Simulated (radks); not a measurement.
Task: Pr IV, configuration [Xe] 4f2. All-electron calculation, Dirac Kohn-Sham, exchange-only B88, spin-unpolarised, spherical densities, finite nucleus; open shells are shared between the two j in proportion to 2j + 1; Fermi nuclear charge, rms radius 4.8919 fm. Program: a radial shooting solver on a logarithmic mesh with Libxc functionals.

Spin-orbit splittings of the eigenvalues, e(l+1/2) - e(l-1/2), with zeta = 2 splitting/(2l+1) and mean radii in bohr:

shell  occ.  splitting (eV)  zeta (eV)  <r> j=l-1/2  <r> j=l+1/2
2p        6           482.4      321.6      0.08604      0.09235
3p        6           95.53      63.69       0.2617       0.2741
3d       10           20.59      8.235       0.2453       0.2491
4p        6               ?          ?       0.6387       0.6664
4d       10           3.656      1.462       0.7175       0.7273
4f        2          0.3991     0.1140        1.013        1.022
5p        6           3.124      2.083        1.633        1.708

Estimate the 4p splitting.

Result: 20.71 eV (zeta = 13.81 eV).
